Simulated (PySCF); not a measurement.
## How the method moves the HOMO and LUMO of `C#C[Si@H](Cl)N=C`

C₃H₄ClNSi.
Numbering: `[CH:1]#[C:2][Si@H:3]([Cl:4])[N:5]=[CH2:6]` (hydrogens: H7 on C1; H8 on Si3; H9, H10 on C6)

Cartesian coordinates in Å at the PBE0-D3(BJ)/def2-SVP level; atoms count from 1:
```xyz
10
C3H4ClNSi angstrom
C     -2.0975   -1.1944    0.1246
C     -1.3785   -0.2122    0.1460
Si    -0.2040    1.1929    0.1881
Cl    -0.4431    2.2822   -1.5413
N      1.4533    0.6608    0.2502
C      1.8343   -0.5426    0.2893
H     -2.7495   -2.0502    0.1010
H     -0.4705    2.0723    1.3485
H      1.1503   -1.4176    0.2806
H      2.9133   -0.7799    0.3342
```

Basis pcSseg-2 throughout (PySCF), one geometry. Isolated species at its PBE0-D3(BJ)/def2-SVP geometry (one conformer only).

Question: How do the orbital energies, the gap and the dipole change with the method?

Answer: 
```json
{"method": "B97-2", "kind": "global hybrid", "HOMO (eV)": "-7.34", "LUMO (eV)": "-1.52", "gap (eV)": "5.82", "μ (D)": "3.16", "SCF cycles": "15"}
{"method": "PBE0", "kind": "global hybrid", "HOMO (eV)": "-7.60", "LUMO (eV)": "-1.48", "gap (eV)": "6.13", "μ (D)": "3.18", "SCF cycles": "14"}
{"method": "mPW1PW91", "kind": "global hybrid", "HOMO (eV)": "-7.63", "LUMO (eV)": "-1.48", "gap (eV)": "6.15", "μ (D)": "3.18", "SCF cycles": "14"}
{"method": "BHandHLYP", "kind": "global hybrid", "HOMO (eV)": "-8.94", "LUMO (eV)": "-0.30", "gap (eV)": "8.65", "μ (D)": "3.37", "SCF cycles": "13"}
{"method": "CAM-B3LYP", "kind": "range-separated hybrid", "HOMO (eV)": "-9.01", "LUMO (eV)": "-0.29", "gap (eV)": "8.72", "μ (D)": "3.27", "SCF cycles": "14"}
{"method": "wB97X-D", "kind": "range-separated hybrid", "HOMO (eV)": "-9.49", "LUMO (eV)": "0.38", "gap (eV)": "9.87", "μ (D)": "3.28", "SCF cycles": "15"}
{"method": "LC-wPBE", "kind": "range-separated hybrid", "HOMO (eV)": "-10.34", "LUMO (eV)": "0.90", "gap (eV)": "11.25", "μ (D)": "3.36", "SCF cycles": "14"}
```

The HOMO spans 3.00 eV, from B97-2 down to LC-wPBE, and the gap runs from 5.82 eV (B97-2) to 11.25 eV (LC-wPBE). Over the methods B97-2 (21 %), PBE0 (25 %), mPW1PW91 (25 %), BHandHLYP (50 %), a straight line through the gap against the share of exact exchange rises by 0.99 eV for each 10 % (correlation coefficient 1.000). The dipole ranges from 3.16 D (B97-2) to 3.37 D (BHandHLYP). This basis has no diffuse functions.

The vertical ΔSCF ionisation energy at wB97X-D/def2-SVPD is 9.74 eV; −ε(HOMO) comes closest to it with wB97X-D (9.49 eV).
